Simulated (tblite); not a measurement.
Species: 2-bromo-3-methylbutane, C₅H₁₁Br.
Numbering: `[CH3:1][CH:2]([CH3:3])[C@H:4]([CH3:5])[Br:6]` (hydrogens: H7, H8, H9 on C1; H10 on C2; H11, H12, H13 on C3; H14 on C4; H15, H16, H17 on C5)

Computed with GFN2-xTB (tblite), gas phase: L-BFGS steps from a force-field or distance-geometry start until the largest atomic force falls under 0.01 eV/Å.

Step 42: E = -555.3790 eV
```
atom  x, y, z in Å  |  force x, y, z in eV/Å
C1     -0.6087   -1.4057   -0.4613    0.002   0.027  -0.012
C2     -0.4776    0.1124   -0.3592   -0.030   0.013   0.010
C3     -1.7572    0.7416    0.1902   -0.009  -0.009   0.002
C4      0.7234    0.5688    0.4723   -0.031   0.015  -0.067
C5      2.0765    0.2166   -0.1167   -0.010   0.010   0.023
Br6     0.6202   -0.1468    2.3128    0.022  -0.009  -0.049
H7     -1.4564   -1.6551   -1.0952   -0.013  -0.010   0.014
H8     -0.7716   -1.8527    0.5171    0.004   0.041   0.005
H9      0.2806   -1.8500   -0.9035   -0.001   0.018   0.016
H10    -0.3158    0.5104   -1.3713    0.045  -0.009   0.036
H11    -2.6140    0.4629   -0.4185    0.016  -0.001  -0.001
H12    -1.9415    0.4151    1.2110   -0.012  -0.054   0.005
H13    -1.6732    1.8273    0.1927   -0.038   0.001  -0.021
H14     0.6588    1.6524    0.6110    0.021  -0.021   0.016
H15     2.1543    0.6331   -1.1213    0.019  -0.017   0.041
H16     2.8650    0.6407    0.5012    0.063  -0.004  -0.033
H17     2.2303   -0.8590   -0.1711   -0.050   0.007   0.015
```

Step 43: E = -555.3799 eV
```
atom  x, y, z in Å  |  force x, y, z in eV/Å
C1     -0.6084   -1.4059   -0.4605    0.016   0.046   0.001
C2     -0.4783    0.1126   -0.3578   -0.020   0.018  -0.005
C3     -1.7595    0.7429    0.1897    0.039  -0.034   0.010
C4      0.7246    0.5687    0.4724   -0.063   0.028  -0.065
C5      2.0773    0.2167   -0.1172   -0.034   0.003   0.036
Br6     0.6207   -0.1466    2.3111    0.026  -0.017  -0.026
H7     -1.4566   -1.6572   -1.0926   -0.019  -0.008   0.019
H8     -0.7667   -1.8503    0.5197   -0.009   0.024   0.004
H9      0.2806   -1.8498   -0.9040   -0.005   0.024   0.017
H10    -0.3155    0.5099   -1.3694    0.043   0.001   0.015
H11    -2.6135    0.4655   -0.4226    0.003  -0.004  -0.005
H12    -1.9453    0.4113    1.2089   -0.018  -0.035  -0.003
H13    -1.6753    1.8288    0.1944   -0.034  -0.014  -0.013
H14     0.6584    1.6519    0.6117    0.027  -0.006   0.013
H15     2.1578    0.6348   -1.1195    0.008  -0.005  -0.004
H16     2.8679    0.6377    0.4992    0.066  -0.005  -0.005
H17     2.2249   -0.8589   -0.1734   -0.025  -0.015   0.011
```

Step 44: E = -555.3806 eV
```
atom  x, y, z in Å  |  force x, y, z in eV/Å
C1     -0.6077   -1.4059   -0.4590    0.008   0.036   0.007
C2     -0.4792    0.1127   -0.3571   -0.003   0.017  -0.019
C3     -1.7608    0.7431    0.1893    0.030  -0.038  -0.006
C4      0.7243    0.5696    0.4707   -0.051   0.030  -0.024
C5      2.0772    0.2172   -0.1170   -0.024  -0.001   0.020
Br6     0.6219   -0.1457    2.3089    0.022  -0.022  -0.005
H7     -1.4590   -1.6599   -1.0866   -0.006  -0.002   0.030
H8     -0.7598   -1.8478    0.5233   -0.015   0.013  -0.001
H9      0.2801   -1.8495   -0.9058   -0.013   0.031   0.017
H10    -0.3150    0.5086   -1.3679    0.035   0.015  -0.018
H11    -2.6124    0.4701   -0.4295    0.014  -0.002   0.016
H12    -1.9505    0.4050    1.2061   -0.020  -0.018  -0.017
H13    -1.6752    1.8295    0.1979   -0.032  -0.036  -0.002
H14     0.6582    1.6518    0.6118    0.022   0.019   0.008
H15     2.1618    0.6392   -1.1170   -0.001  -0.005  -0.023
H16     2.8712    0.6329    0.4995    0.039  -0.015   0.006
H17     2.2180   -0.8589   -0.1774   -0.005  -0.019   0.010
```

Question: Estimate the geometry and energy of step 45. (The exact step hangs on the optimiser's Hessian estimate; all steps are aligned on step 44, rigid shifts and turns removed.)

Answer: E = -555.3811 eV, largest force 0.055 eV/Å
```
atom  x, y, z in Å  |  force x, y, z in eV/Å
C1     -0.6073   -1.4042   -0.4591    0.003   0.029   0.012
C2     -0.4796    0.1138   -0.3570    0.014   0.016  -0.026
C3     -1.7610    0.7426    0.1897    0.028  -0.035  -0.017
C4      0.7235    0.5706    0.4698   -0.016   0.025   0.013
C5      2.0767    0.2173   -0.1164   -0.018  -0.003   0.003
Br6     0.6235   -0.1480    2.3064    0.016  -0.023   0.012
H7     -1.4577   -1.6597   -1.0867   -0.017   0.000   0.022
H8     -0.7597   -1.8446    0.5233   -0.022  -0.001   0.018
H9      0.2801   -1.8490   -0.9040    0.006   0.029   0.006
H10    -0.3140    0.5100   -1.3667    0.027   0.024  -0.042
H11    -2.6110    0.4685   -0.4291   -0.016  -0.015  -0.003
H12    -1.9512    0.4039    1.2055   -0.017  -0.019   0.004
H13    -1.6788    1.8287    0.1966   -0.022  -0.017   0.008
H14     0.6585    1.6519    0.6135    0.015   0.037   0.003
H15     2.1631    0.6369   -1.1166   -0.009   0.002  -0.046
H16     2.8739    0.6323    0.4964    0.021  -0.016   0.025
H17     2.2141   -0.8589   -0.1753    0.007  -0.034   0.009
```

The energy changes by -0.0005 eV. The first-order estimate −F·Δx gives -0.0008 eV and the mean of the old and new forces, exact on a quadratic surface, -0.0005 eV. The step makes an angle of 60° with the force vector and moves no atom by more than 0.004 Å.

The cost below is that of the whole relaxation. Time: 0.79 s. Hardware: one thread, Arm Neoverse N1 (aarch64), no GPU, shared host with 32 logical CPUs at a one-minute load of 12.
